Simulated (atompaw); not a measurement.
# An all-electron radial function and its pseudo partner (iron (Fe))

Columns: radius, all-electron u(r) and pseudo u(r) of the 3p shell (level -78.51 eV) of iron in the configuration [Ne] 3s2 3p6 3d6 4s0 4p0; PBE, scalar-relativistic, PAW (atompaw) scheme, atompaw 4.2.0.5.

| r (bohr) | all-electron | pseudo |
| --- | --- | --- |
| 0.081 | -0.4539 | 0.0239 |
| 0.162 | -0.5899 | 0.0879 |
| 0.242 | -0.2998 | 0.1756 |
| 0.323 | 0.1405 | 0.2806 |
| 0.404 | 0.5489 | 0.4042 |
| 0.485 | 0.8550 | 0.5470 |
| 0.565 | 1.0464 | 0.6893 |
| 0.646 | 1.1423 | 0.8032 |
| 0.727 | 1.1631 | 0.8714 |
| 0.808 | 1.1321 | 0.9163 |
| 0.888 | 1.0691 | 0.9611 |
| 0.969 | 0.9867 | 0.9687 |
| 1.050 | 0.8957 | 0.8957 |
| 1.131 | 0.8029 | 0.8029 |
| 1.212 | 0.7128 | 0.7128 |
| 1.292 | 0.6288 | 0.6288 |
| 1.373 | 0.5505 | 0.5505 |
| 1.454 | 0.4794 | 0.4794 |
| 1.535 | 0.4157 | 0.4157 |
| 1.615 | 0.3598 | 0.3598 |
| 1.696 | 0.3099 | 0.3099 |
| 1.777 | 0.2662 | 0.2662 |
| 1.858 | 0.2282 | 0.2282 |
| 1.938 | 0.1955 | 0.1955 |
| 2.019 | 0.1669 | 0.1669 |
| 2.100 | 0.1423 | 0.1423 |

Question: How many radial nodes do the two functions have?

Answer: The all-electron 3p function has n − l − 1 = 1; the pseudo-wave has 0, since the states of the same l below it are removed with the core.

Question: At about which radius was the pseudo-wave matched?

Answer: 1.05 bohr, where the columns begin to agree (steps of 0.08 bohr).

Question: Where does each function peak?

Answer: Outermost all-electron maximum near 0.73 bohr, pseudo maximum near 0.97 bohr (to the table’s step).

Question: Is the pseudo-wave norm-conserving?

Answer: No, it belongs to a PAW set: the norm inside the radius is not constrained, and the difference is carried by the augmentation charge.
